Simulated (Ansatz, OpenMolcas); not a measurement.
AlI (iodoaluminum): the vertical ionisation energy, rung by rung

The species is AlI (2 atoms), meant as a singlet with charge 0. SMILES: `[Al][I]`. Geometry: the measured bond length.

```xyz
2

Al    0.0000    0.0000    0.0000
I     0.0000    0.0000    2.5371
```

Each level gives the vertical ionisation energy (to the doublet cation) (eV). The values are calculated.

| level | kind | program | value (eV) | CPU time (all runs) |
| --- | --- | --- | --- | --- |
| HF/def2-TZVPPD (core potential) | Hartree–Fock | Ansatz | 7.91 | 9.6 s |
| revPBE/def2-TZVPPD (core potential) | GGA | OpenMolcas | 8.59 | 53 s |
| TPSS/def2-TZVPPD (core potential) | meta-GGA | OpenMolcas | 8.62 | 73 s |
| B3LYP/def2-TZVPPD (core potential) | global hybrid | Ansatz | 8.79 | 22 s |
| wB97X/def2-TZVPPD (core potential) | range-separated hybrid | Ansatz | 8.79 | 89 s |
| PBE-QIDH/def2-TZVPPD (core potential) | double hybrid | Ansatz | 8.78 | 26 s |
| RPA@PBE0/def2-TZVPPD (core potential) | RPA | Ansatz | 8.86 | 34 s |
| CCSD/def2-TZVPPD (core potential) | coupled cluster or CI | Ansatz | 8.77 | 38 s |
| FCI/STO-3G | exact in the basis | Ansatz | 4.92 | 3 s |

All-electron rows without a relativistic Hamiltonian named are non-relativistic, while core potentials hold scalar relativity, so basis and relativity change together. Spin-orbit coupling, which can split open shells on such heavy atoms by tenths of an eV, is left out. The values span 4.92 to 8.86 eV. High-level rows in very small sets aren't better than simpler rows in larger ones. In the correlated wave-function rows the outer d shell of I is correlated, in sets not made for it. CPU times are rough (shared hosts, several kinds of processor and program).
